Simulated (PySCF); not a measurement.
## Solvent effects on NMR parameters

Structure with atom numbers: `[CH2:1]1[CH2:2][CH2:3][C:4]2([CH2:5][CH2:6]1)[CH2:7][CH2:8]2`. Hydrogens are named by the atom that carries them.

GIAO PBE0/pcSseg-1 in PySCF 2.14 on one PBE0-D3(BJ)/def2-SVP conformer, non-relativistic, equivalent nuclei averaged. Solvents enter as an IEF-PCM continuum (cyclohexane with ε = 2.0, acetone with ε = 20.5) around the gas-phase geometry. Shifts are referred to TMS computed in the same medium.

Gas phase, δ in ppm: C3/C5 38.1, C1 28.6, C2/C6 27.7, C4 18.2, C7/C8 14.6, H(C2)/H(C6) 1.44, H(C1) 1.39, H(C3)/H(C5) 1.11, H(C7)/H(C8) 0.21. Dipole moment 0.22 D.

Question: How does each δ change in the continuum?

Answer: 
```tsv
atoms	environment	Δδ, cyclohexane	Δδ, acetone
C3/C5	sp3 CH2 in a ring	+0.2	+0.4
C1	sp3 CH2 in a ring	+0.3	+0.6
C2/C6	sp3 CH2 in a ring	+0.3	+0.8
C4	three-membered-ring carbon	+0.4	+1.0
C7/C8	three-membered-ring carbon	-0.1	-0.1
H(C2)/H(C6)	hydrogen on an sp3 CH2 in a ring	0.00	-0.01
H(C1)	hydrogen on an sp3 CH2 in a ring	+0.01	+0.01
H(C3)/H(C5)	hydrogen on an sp3 CH2 in a ring	+0.01	+0.02
H(C7)/H(C8)	hydrogen on a three-membered-ring carbon	0.00	+0.02
```

Changes are relative to the gas phase. The dipole moment becomes 0.24 D in cyclohexane, 0.28 D in acetone.

Question: Which of the listed nuclei move most (in ppm), and what does the model miss?

Answer: C4 (three-membered-ring carbon, +1.0 ppm) in acetone. A continuum only polarises the solute; specific hydrogen bonds, the anisotropy of aromatic solvents and changes of geometry or conformer are outside it.
